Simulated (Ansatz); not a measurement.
Geometry optimisation, RKS B3LYP/def2-SVP in Ansatz 0.2.0.

input.yaml

```yaml
crystal:
  periodic: [false, false, false]
  atoms:
    - { symbol: As, position_ang: [-1.1377, 1.614, -0.0459] }
    - { symbol: Si, position_ang: [0.4769, 0.0573, -0.2824] }
    - { symbol: C, position_ang: [-0.1117, -1.6865, -0.1512] }
    - { symbol: O, position_ang: [0.3853, -1.0896, 1.0316] }
    - { symbol: H, position_ang: [-0.3807, 2.6882, -0.9268] }
    - { symbol: H, position_ang: [-0.5754, 2.2023, 1.2802] }
    - { symbol: H, position_ang: [1.923, 0.4573, -0.3216] }
    - { symbol: H, position_ang: [0.6795, -2.4474, -0.4749] }
    - { symbol: H, position_ang: [-1.1706, -1.8417, -0.126] }
basis:
  gaussian: { orbitals: def2-SVP }
hamiltonian:
  xc: b3lyp
relax:
  f_tol: 0.015
  max_steps: 40
```

Run as:

```bash
$ ansatz run input.yaml --threads 2 --pin off --max-ram 3072MiB --backend cpu --events-out ev --progress --plain --runs-dir out
```

Where does it end, and by what steps?

The run converged. After 12 steps the energy has fallen by 0.509 eV; H6 moved furthest, 0.51 Å.

```
step  energy less start (eV)  largest force component (eV/Å)  accepted
   0                  0.0000                           2.984       yes
   1                 -0.4268                           0.811       yes
   2                 -0.4778                           0.593       yes
   3                 -0.4674                           0.636        no
   4                 -0.5000                           0.093       yes
   5                 -0.5045                           0.117       yes
   6                 -0.5072                           0.117       yes
   7                 -0.5075                           0.144       yes
   8                 -0.5077                           0.093       yes
   9                 -0.5091                           0.053       yes
  10                 -0.5093                           0.029       yes
  11                 -0.5094                           0.020       yes
  12                 -0.5095                           0.005       yes
```

```xyz
9
Properties=species:S:1:pos:R:3
As -1.173 1.755 0.179
Si 0.468 0.048 0.036
C -0.035 -1.697 -0.227
O 0.270 -1.239 1.130
H -0.602 2.459 -1.057
H -0.299 2.595 1.117
H 1.875 0.461 -0.211
H 0.672 -2.448 -0.610
H -1.087 -1.979 -0.375
```

Run time: 31 s on 2 threads of Intel(R) Xeon(R) 6975P-C (Granite Rapids), with other jobs on the host, peak memory 0.26 GiB.
